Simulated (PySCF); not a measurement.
## Structure from NMR data

An unknown has the formula C8H4F4O. Its calculated NMR data are:

1H NMR (400 MHz, computed): δ 8.66 (m, 2H), 8.22 (m, 2H).

13C{1H} NMR (computed): δ 164.8 (C), 144.2 (C), 139.7 (CH), 133.0 (C), 132.9 (C), 132.7 (CH).

- GFN2-xTB structure
- σ from GIAO-PBE0/pcSseg-1
- program: PySCF
- averaged over atoms made equivalent by symmetry, fast rotation or ring inversion, single conformer, in vacuum, non-relativistic

References, each an isolated molecule treated in the same way: TMS for 1H (31.72 ppm), 13C (186.93 ppm).

Task: Choose the structure that fits.
A. O=C(F)c1ccccc1C(F)(F)F
B. O=C(F)c1ccc(C(F)(F)F)cc1
C. O=C(F)c1cccc(C(F)(F)F)c1

Result: B. 

Rings plus π bonds: 5 (1 ring in the answer). 6 carbon signals for 8 carbons: some carbons are equivalent by symmetry or fast rotation. Carbon types of the structure: 4 × C, 4 × CH, which accounts for all hydrogens. δC 164.8: carbonyl carbon. δC 144.2, 133.0: substituted aromatic carbon. δC 139.7, 132.7: aromatic CH; the aromatic region. δC 132.9: CF3 carbon; 3 electronegative neighbours deshield it. δH 8.66, 8.22: hydrogen on an aromatic CH.

The others: O=C(F)c1ccccc1C(F)(F)F would give 8 carbon signals, not 6; O=C(F)c1cccc(C(F)(F)F)c1 would give 8 carbon signals, not 6.

Splittings by 19F in the carbon and heteronuclear signals aren't shown, as no couplings were computed. Shifts are as computed. Against solution values, carbons near 30 ppm lie about +3 ppm off and those near 130 ppm about +5 ppm. Of 1211 compounds with measured shifts, 218 miss one by over three times the rms of a fit or turn the order of signals round; such compounds aren't used in these exercises. No couplings were computed; multiplicities are counted from neighbouring protons, with m where these are inequivalent, close in shift, in a saturated or five-membered ring or joined by F or P, and br s for small geminal =CH2 splittings.
